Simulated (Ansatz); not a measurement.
Frontier orbitals of AlH3OSiZn.

Z-matrix (Å, degrees):
```
Al
Si 1 2.507
Zn 1 2.663 2 54.7
O 1 1.697 2 99.2 3 -0.0
H 1 1.580 2 134.2 3 180.0
H 2 1.489 1 121.4 3 107.8
H 2 1.489 1 121.4 3 -107.8
```

Charge 0, multiplicity 1. For Zn the d shell is correlated and the shells below it are frozen. Scalar relativity is left out up to krypton. The geometry is a stationary point of PBE0-D4/def2-TZVP. Basis def2-TZVPP, the Gaussian-basis code of Ansatz.

Orbital energies of one run (eV). Highest occupied ones, from the top: -6.50, -7.33, -8.37, -9.01, -9.87, -10.33, -10.93, -14.14, -14.43, -14.47, -14.56, -14.58, -15.14, -25.08. Empty: -2.40, -1.51, -0.43, 0.03, 0.43, 1.23.

(1) Which functional gave them?
A. BLYP
B. r2SCAN
C. PBE0
D. BHLYP

## Answers

(1) C. HOMO energies: PBE0 -6.50, r2SCAN -5.87, BLYP -5.56, BHLYP -7.19 eV.
